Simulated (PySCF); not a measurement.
Compound: CH6Cl2OSi2.
Z-matrix (Å and degrees, PBE0-D3(BJ)/def2-SVP geometry), rows numbered from 1:
```
Si
O   1  1.6674
Si  2  1.6363  1  145.37
Cl  3  2.0644  2  109.46  1  -116.40
C   3  1.8791  2  109.97  1     0.17
Cl  5  1.7932  3  108.22  2    55.09
H   1  1.4890  2  107.58  3   153.59
H   1  1.4890  2  109.85  3   -86.87
H   1  1.4929  2  109.93  3    34.39
H   3  1.4807  2  110.17  1   124.32
H   5  1.0998  3  112.10  2   174.59
H   5  1.0999  3  111.51  2   -63.80
```

Level of theory: PySCF, PBE0-D3(BJ)/def2-SVP geometry optimisation, gas phase.

Masses are those of the commonest isotopes; rigid-rotor values at the optimised geometry. The values belong to one conformer with, in the numbering `[SiH3:1][O:2][Si@@H:3]([Cl:4])[CH2:5][Cl:6]`, Si1–O2–Si3–Cl4 -116°, O2–Si3–C5–Cl6 55°.

(1) Give the principal moments of inertia and the rotational constants in MHz.

(2) What kind of rotor is it?

(3) Is it planar, by Δ = Ic − Ia − Ib?

(4) Give the other two planar moments, Paa and Pbb, and the rms extents of the mass along the axes.

(5) Which types of transition are allowed, and where do some lines up to J = 2 fall?

Results:

(1) Ia = 307.47, Ib = 467.97, Ic = 720.24 u·Å²; 505379 MHz·u·Å²/I gives A = 1644, B = 1080, C = 701.7 MHz.

(2) An asymmetric top: κ = (2 × 1080 − 1644 − 701.7)/(1644 − 701.7) = -0.20.

(3) Not planar: Δ = Ic − Ia − Ib = -55.20 u·Å². For a rigid frame Δ = −2 Σ m c², so Σ m c² = 27.60 u·Å² lies off the ab plane: 9.60 from hydrogen and 18.00 from heavier atoms. The atom farthest from that plane is 1.96 Å away.

(4) Paa = Σ m a² = (Ib + Ic − Ia)/2 = 440.37 and Pbb = Σ m b² = (Ia + Ic − Ib)/2 = 279.87 u·Å². With the mass M = 159.93 u, the rms extents √(P/M) along a, b and c are 1.66, 1.32, 0.42 Å.

(5) The dipole components are |μa| = 0.38 D, |μb| = 0.58 D, |μc| = 0.54 D. The squared components, which scale the intensities, stand as 0.43 : 1.00 : 0.86 (a : b : c). Some of the stronger lines:

```json
{"type": "a", "branch": "Q", "J(Ka,Kc)": "1(1,0) ← 1(1,1)", "MHz": "378", "lower level (cm⁻¹)": "0.078"}
{"type": "c", "branch": "Q", "J(Ka,Kc)": "1(1,1) ← 1(0,1)", "MHz": "564", "lower level (cm⁻¹)": "0.059"}
{"type": "b", "branch": "Q", "J(Ka,Kc)": "1(1,0) ← 1(0,1)", "MHz": "942", "lower level (cm⁻¹)": "0.059"}
{"type": "a", "branch": "Q", "J(Ka,Kc)": "2(1,1) ← 2(1,2)", "MHz": "1135", "lower level (cm⁻¹)": "0.184"}
{"type": "b", "branch": "Q", "J(Ka,Kc)": "2(1,1) ← 2(0,2)", "MHz": "1457", "lower level (cm⁻¹)": "0.174"}
{"type": "c", "branch": "Q", "J(Ka,Kc)": "2(2,1) ← 2(1,1)", "MHz": "1691", "lower level (cm⁻¹)": "0.222"}
{"type": "a", "branch": "R", "J(Ka,Kc)": "1(0,1) ← 0(0,0)", "MHz": "1782", "lower level (cm⁻¹)": "0.000"}
{"type": "b", "branch": "Q", "J(Ka,Kc)": "2(2,0) ← 2(1,1)", "MHz": "1828", "lower level (cm⁻¹)": "0.222"}
{"type": "b", "branch": "R", "J(Ka,Kc)": "1(1,1) ← 0(0,0)", "MHz": "2345", "lower level (cm⁻¹)": "0.000"}
{"type": "b", "branch": "R", "J(Ka,Kc)": "2(0,2) ← 1(1,1)", "MHz": "2863", "lower level (cm⁻¹)": "0.078"}
{"type": "a", "branch": "R", "J(Ka,Kc)": "2(1,2) ← 1(1,1)", "MHz": "3185", "lower level (cm⁻¹)": "0.078"}
{"type": "a", "branch": "R", "J(Ka,Kc)": "2(0,2) ← 1(0,1)", "MHz": "3427", "lower level (cm⁻¹)": "0.059"}
{"type": "b", "branch": "R", "J(Ka,Kc)": "2(1,2) ← 1(0,1)", "MHz": "3749", "lower level (cm⁻¹)": "0.059"}
{"type": "a", "branch": "R", "J(Ka,Kc)": "2(1,1) ← 1(1,0)", "MHz": "3941", "lower level (cm⁻¹)": "0.091"}
{"type": "c", "branch": "R", "J(Ka,Kc)": "2(1,1) ← 1(0,1)", "MHz": "4883", "lower level (cm⁻¹)": "0.059"}
{"type": "b", "branch": "R", "J(Ka,Kc)": "2(2,1) ← 1(1,0)", "MHz": "5633", "lower level (cm⁻¹)": "0.091"}
{"type": "c", "branch": "R", "J(Ka,Kc)": "2(2,1) ← 1(1,1)", "MHz": "6011", "lower level (cm⁻¹)": "0.078"}
{"type": "b", "branch": "R", "J(Ka,Kc)": "2(2,0) ← 1(1,1)", "MHz": "6147", "lower level (cm⁻¹)": "0.078"}
```

Whether it is a minimum is left open (no frequencies). Zero-point vibration and centrifugal distortion are left out. A rigid rotor knows nothing of internal rotation, which can split or shift real lines. Quadrupole hyperfine structure (35Cl) is left out.

Hardware: one thread of an Arm Neoverse V1, no GPU, shared host with 32 logical CPUs at a one-minute load of 36. Cost: 3.3 min, 0.55 GiB resident at most. These figures are those of the optimisation.
